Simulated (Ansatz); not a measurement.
PBE exchange is replaced step by step with exact exchange (0 % is PBE, 25 % PBE0; no dispersion term), basis def2-TZVP, Ansatz. System: Rb2H2. Charge 0, multiplicity 1. Geometry: r2SCAN-D4/def2-TZVP, each spin state at its own.

The relaxed triplet has other bonds than the singlet, so its gap is one between isomers. The relaxed quintet has other bonds than the singlet, so its gap is one between isomers.

Geometry of the singlet:

```tsv
atom	x (Å)	y (Å)	z (Å)
Rb1	0.4068	1.9258	-0.0243
Rb2	-0.4068	-1.9257	0.0243
H3	-1.5329	0.3130	-0.8651
H4	1.5329	-0.3130	0.8650
```

In the def2 sets Rb takes a core potential; there is no spin–orbit coupling. In the triplet geometry the species has come apart into loosely held pieces. In the triplet, H3 and H4 lie 0.74 Å apart (atoms count from 1), so H2 has formed as a molecule. In the quintet geometry the species has come apart into loosely held pieces. The structure comes from a short search, and lower isomers may exist.

| exact exchange (%) | HOMO (eV) | LUMO (eV) | gap (eV) | triplet − singlet (kJ/mol) | quintet − singlet (kJ/mol) |
| --- | --- | --- | --- | --- | --- |
| 0 | -3.16 | -1.08 | 2.08 | 6.7 | 445.5 |
| 5 | -3.34 | -0.98 | 2.36 | 6.5 | 445.2 |
| 10 | -3.52 | -0.87 | 2.65 | 6.4 | 445.0 |
| 15 | -3.71 | -0.78 | 2.94 | 6.5 | 444.9 |
| 25 | -4.10 | -0.59 | 3.51 | 7.3 | 445.4 |
| 35 | -4.50 | -0.42 | 4.08 | 8.7 | 446.4 |
| 50 | -5.11 | -0.19 | 4.92 | 11.6 | 448.9 |
